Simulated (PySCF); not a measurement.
**Molecular orbitals of NiF**

r²SCANh at R = 1.775 Å; PySCF, no relativity, basis sets Ni def2-TZVPPD, F def2-TZVPPD. State: ²Σ⁺ (doublet), unpaired electrons σ ↑. Only the outer orbitals are listed, counted within each symmetry.

```
spin  orbital  occ.  ε (eV)  on Ni (%)           main shells (%)
   α       8σ     1  -10.03         34           64 F p, 31 Ni d
   α       3π     1   -8.73         19           80 F p, 19 Ni d
   α       3π     1   -8.73         19           80 F p, 19 Ni d
   α       9σ     1   -6.92         77  62 Ni d, 22 F p, 15 Ni s
   α       4π     1   -6.04         82           81 Ni d, 18 F p
   α       4π     1   -6.04         82           81 Ni d, 18 F p
   α       1δ     1   -6.00        100                  100 Ni d
   α       1δ     1   -6.00        100                  100 Ni d
   α      10σ     0   -3.20        100          79 Ni s, 16 Ni p
   α       5π     0    0.04        110                  108 Ni p
   α       5π     0    0.04        110                  108 Ni p
   β       8σ     1   -9.49         14                    85 F p
   β       3π     1   -8.70         17           83 F p, 16 Ni d
   β       3π     1   -8.70         17           83 F p, 16 Ni d
   β       4π     1   -5.82         85           84 Ni d, 15 F p
   β       4π     1   -5.82         85           84 Ni d, 15 F p
   β       1δ     1   -5.13        100                  100 Ni d
   β       1δ     1   -5.12        100                  100 Ni d
   β       9σ     0   -3.22        103          86 Ni s, 10 Ni p
   β      10σ     0   -1.56         93          77 Ni d, 14 Ni p
```

Q: Which are the highest filled and the lowest empty level, where do they sit, and how wide is the gap?

A: Highest filled β 1δ at -5.12 eV (in %: 100 Ni d); lowest empty β 9σ at -3.22 eV (in %: 86 Ni s, 10 Ni p); the gap at r²SCANh is 1.90 eV.

```json
{"bond order (Mayer)": "0.61", "⟨S²⟩": "0.754", "charge on Ni (Mulliken, basis-dependent)": "0.63", "charge on Ni (Löwdin, basis-dependent)": "0.51", "dipole moment (positive dipole means Ni(−)F(+))": "-5.12 D"}
```

Shares are Mulliken populations and can fall outside 0 to 100 %.

With d or f electrons several states lie close, and the lowest PBE0 determinant need not be the measured ground state.
